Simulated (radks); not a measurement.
Problem. Species: the neodymium ion Nd10+. Configuration: [Kr] 4d10 4f2 5s2 (the NIST ground configuration). Calculated with a radial shooting solver on a logarithmic mesh with Libxc functionals: scalar-relativistic Kohn-Sham, LB94 model potential, spin-polarised, spherical densities, finite nucleus; open shells are filled with parallel spins first (spin-orbit coupling, left out, can overturn this in heavy ions); Fermi nuclear charge, rms radius 4.9123 fm. Some entries of the table are withheld. Estimate them.

orbital  occ.  eigenvalue (hartree)  <1/r> (bohr^-1)
1s down     1             -1607.774            66.11
1s up       1             -1607.774            66.11
2s down     1             -265.9294            15.28
2s up       1             -265.9285            15.28
2p down     3             -238.6259            14.42
2p up       3             -238.6252            14.42
3s down     1             -62.96220            5.561
3s up       1             -62.95813            5.560
3p down     3             -54.32494            5.264
3p up       3             -54.32175            5.263
3d down     5             -42.30018            5.003
3d up       5             -42.29761            5.002
4s up       1             -17.39933            2.341
4s down     1             -17.35113            2.340
4p up       3             -14.56151            2.163
4p down     3             -14.51407            2.162
4d up       5             -10.51098            1.916
4d down     5             -10.46482            1.916
5s up       1                   (1)            1.067
5s down     1                   (2)            1.066
4f up       2              -6.09573            1.528
4f down     0              -6.05248            1.529
5p up       0              -6.01104           0.9759
5p down     0              -5.97127           0.9740
6s up       0                   (3)           0.6107
6s down     0                   (4)           0.6086

Solution. 
(1) 5s up eigenvalue (hartree): -6.92458
(2) 5s down eigenvalue (hartree): -6.88296
(3) 6s up eigenvalue (hartree): -3.79765
(4) 6s down eigenvalue (hartree): -3.78181
